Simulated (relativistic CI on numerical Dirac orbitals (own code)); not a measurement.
Forbidden transitions in Ir⁵⁶⁺

These numbers are calculated, not measured: Dirac-Coulomb-Breit CI, KLI orbitals optimised for each configuration, model QED (radiative potential, 1s self-energy scaled to tabulated hydrogen-like ionisation energies), unscaled Slater integrals (own radial code, finite nucleus).

Configurations in the expansion (outside the closed core [Ne]): 3s2 3p6 3d3, 3s2 3p5 3d4, 3s 3p6 3d4, 3s2 3p6 3d2 4s, 3s2 3p6 3d2 4p, 3s2 3p6 3d2 4d, 3s2 3p5 3d3 4s, 3s2 3p6 3d2 4f, 3s2 3p5 3d3 4p, 3s 3p6 3d3 4s, 3p6 3d4 4p, 3s 3p6 3d3 4p, 3s2 3p6 3d 4s 4p, 3s2 3p6 3d2 5s, 3s2 3p6 3d2 5p, 3s2 3p6 3d2 5d, 3s2 3p6 3d 4p 4d, 3s2 3p6 3d2 5f, 3s2 3p6 3d2 5g, 3s 3p6 3d2 4s 4p, 3s2 3p6 3d2 6s, 3p6 3d5, 3p5 3d6, 3p5 3d5 4s, 3p6 3d4 4s, 3p5 3d4 4s2, 3s2 3p6 3d 4s2, 3s2 3p6 4s2 4p, 3s2 3p6 4s2 4d, 3s2 3p6 3d 4p2, 3s2 3p6 4s 4p2, 3s2 3p6 4p3, 3s2 3p6 4p2 4d, 3s2 3p5 3d 4s 4p2, 3s2 3p6 3d 4s 4d, 3s2 3p6 4s 4p 4d, 3s2 3p6 4s 4d2, 3s2 3p5 3d 4s2 4d, 3s2 3p6 3d 4d2, 3s2 3p6 4p 4d2, 3s2 3p6 4d3, 3s2 3p5 3d 4s 4d2, 3s 3p6 3d2 4s2, 3s 3p6 3d 4s2 4p, 3s 3p6 3d 4s2 4d. Double excitations out of closed p, d and f shells are left out; levels of such configurations are missing from the list, as are those of other unlisted configurations, and high levels can miss mixing partners. These lack a partner that the ground configuration has and come out too high: 3s2 3p5 3d3 4p.

```tsv
λ vac (nm)	Lower	Upper	Type	A (s⁻¹)	log gf
0.55217	3s2 3p6 3d3 4F_3/2 [1]	3s2 3p6 3d2 4s 4P_1/2 [290]	E2	1.45e+10	-3.88
0.55830	3s2 3p6 3d3 4F_3/2 [1]	3s2 3p6 3d2 4s 2F_5/2 [286]	E2	1.79e+10	-3.30
0.55874	3s2 3p6 3d3 4F_3/2 [1]	3s2 3p6 3d2 4s 4F_3/2 [284]	E2	6.78e+09	-3.90
0.57253	3s2 3p6 3d3 4F_5/2 [2]	3s2 3p6 3d2 4s 4P_1/2 [290]	E2	5.18e+09	-4.29
0.57913	3s2 3p6 3d3 4F_5/2 [2]	3s2 3p6 3d2 4s 2F_5/2 [286]	E2	4.39e+09	-3.88
0.57960	3s2 3p6 3d3 4F_5/2 [2]	3s2 3p6 3d2 4s 4F_3/2 [284]	E2	1.20e+10	-3.62
0.58099	3s2 3p6 3d3 4P_3/2 [3]	3s2 3p6 3d2 4s 2F_5/2 [286]	E2	1.95e+09	-4.23
0.58146	3s2 3p6 3d3 4P_3/2 [3]	3s2 3p6 3d2 4s 4F_3/2 [284]	E2	1.05e+10	-3.67
0.58197	3s2 3p6 3d3 2H_9/2 [4]	3s2 3p6 3d2 4s 2F_5/2 [286]	E2	2.11e+10	-3.19
0.58209	3s2 3p6 3d3 2G_7/2 [5]	3s2 3p6 3d2 4s 2F_5/2 [286]	E2	1.18e+10	-3.45
0.58256	3s2 3p6 3d3 2G_7/2 [5]	3s2 3p6 3d2 4s 4F_3/2 [284]	E2	8.00e+09	-3.79
0.58290	3s2 3p6 3d3 2D_5/2 [7]	3s2 3p6 3d2 4s 4P_1/2 [290]	E2	3.35e+10	-3.47
0.58308	3s2 3p6 3d3 4P_1/2 [6]	3s2 3p6 3d2 4s 4F_3/2 [284]	E2	6.09e+09	-3.91
0.59023	3s2 3p6 3d3 2D_5/2 [7]	3s2 3p6 3d2 4s 4F_3/2 [284]	E2	1.03e+09	-4.67
1.1551	3s 3p6 3d4 4F_7/2 [199]	3p6 3d5 2G_9/2 [268]	E2	7.35e+08	-3.83
1.1581	3s 3p6 3d4 4G_9/2 [218]	3p6 3d5 2H_9/2 [281]	E2	4.55e+08	-4.04
1.1611	3s 3p6 3d4 4H_11/2 [213]	3p6 3d5 4G_11/2 [274]	E2	7.23e+08	-3.76
1.1622	3s 3p6 3d4 4F_9/2 [198]	3p6 3d5 2H_11/2 [266]	E2	9.31e+08	-3.65
1.1623	3s 3p6 3d4 4H_13/2 [215]	3p6 3d5 2I_13/2 [277]	E2	8.09e+08	-3.64
1.1655	3s 3p6 3d4 2I_11/2 [221]	3p6 3d5 2H_9/2 [281]	E2	6.26e+08	-3.89
1.1705	3s 3p6 3d4 4H_7/2 [216]	3p6 3d5 4G_11/2 [274]	E2	4.60e+08	-3.95
1.1774	3s 3p6 3d4 2G_7/2 [201]	3p6 3d5 2H_11/2 [266]	E2	6.79e+08	-3.77
1.1785	3s 3p6 3d4 2I_11/2 [221]	3p6 3d5 2I_13/2 [277]	E2	1.07e+09	-3.51
1.1794	3s 3p6 3d4 2F_5/2 [241]	3p6 3d5 4P_5/2 [293]	E2	1.04e+09	-3.89
1.1797	3s 3p6 3d4 2G_9/2 [224]	3p6 3d5 2I_13/2 [277]	E2	3.64e+08	-3.97
1.1855	3s 3p6 3d4 2G_9/2 [224]	3p6 3d5 4G_11/2 [274]	E2	4.54e+08	-3.94
1.2651	3s 3p6 3d4 4H_13/2 [215]	3p6 3d5 2H_11/2 [266]	E2	6.98e+08	-3.70
1.2674	3s 3p6 3d4 2I_13/2 [238]	3p6 3d5 2I_13/2 [277]	E2	5.42e+08	-3.74
1.2740	3s 3p6 3d4 2I_13/2 [238]	3p6 3d5 4G_11/2 [274]	E2	4.16e+08	-3.92
1.2842	3s 3p6 3d4 2I_11/2 [221]	3p6 3d5 2H_11/2 [266]	E2	4.35e+08	-3.89
1.2909	3s 3p6 3d4 2H_11/2 [245]	3p6 3d5 2I_13/2 [277]	E2	6.01e+08	-3.68
1.2922	3s 3p6 3d4 2G_9/2 [246]	3p6 3d5 2I_13/2 [277]	E2	3.89e+08	-3.87
3.0320	3s2 3p5 3d4 4I°_15/2 [87]	3s2 3p5 3d4 2I°_13/2 [178]	M1	3.45e+08	-3.18
3.1370	3s2 3p5 3d4 2I°_13/2 [98]	3s2 3p5 3d4 2I°_13/2 [178]	M1	1.82e+08	-3.43
11.248	3s2 3p6 3d3 4P_3/2 [10]	3s2 3p6 3d3 2D_5/2 [19]	M1	4.54e+06	-4.29
12.647	3s2 3p6 3d3 4P_3/2 [3]	3s2 3p6 3d3 4P_5/2 [13]	M1	4.32e+06	-4.21
13.129	3s2 3p6 3d3 4F_7/2 [8]	3s2 3p6 3d3 2G_9/2 [17]	M1	6.95e+06	-3.75
13.214	3s2 3p6 3d3 2H_9/2 [4]	3s2 3p6 3d3 2H_11/2 [12]	M1	2.47e+06	-4.11
13.260	3s2 3p6 3d3 4P_3/2 [3]	3s2 3p6 3d3 4P_3/2 [10]	M1	7.55e+06	-4.10
13.856	3s2 3p6 3d3 4F_9/2 [9]	3s2 3p6 3d3 2G_9/2 [17]	M1	5.03e+06	-3.84
13.886	3s2 3p6 3d3 4F_5/2 [2]	3s2 3p6 3d3 4F_7/2 [8]	M1	8.63e+06	-3.70
14.299	3s2 3p6 3d3 4F_3/2 [1]	3s2 3p6 3d3 4P_3/2 [3]	M1	4.88e+06	-4.22
14.799	3s2 3p6 3d3 2H_9/2 [4]	3s2 3p6 3d3 4F_9/2 [9]	M1	4.06e+06	-3.87
14.876	3s2 3p6 3d3 2G_7/2 [5]	3s2 3p6 3d3 4F_9/2 [9]	M1	2.29e+06	-4.12
15.524	3s2 3p6 3d3 4F_3/2 [1]	3s2 3p6 3d3 4F_5/2 [2]	M1	6.10e+06	-3.88
```

Terms are leading LS components. Brackets give the number of a level in order of energy, since labels repeat. The list gives strong lines, with weight on those to low levels, among the lowest 400 of 4747 levels, so that lines to higher ones, which can be the strongest, are missing. Levels whose partners in the same complex of configurations lie outside the list can be far off, and so can their lines. Rates are taken at the computed energies, electric ones in the length gauge.

At this charge energies of transitions that change n are usually good to better than 1 %, and those within a shell (Δn = 0) to a few per cent.

LS names give the leading component of a level, which can be under half, so a name can repeat, a term be missing and a line seem to break the LS rules.
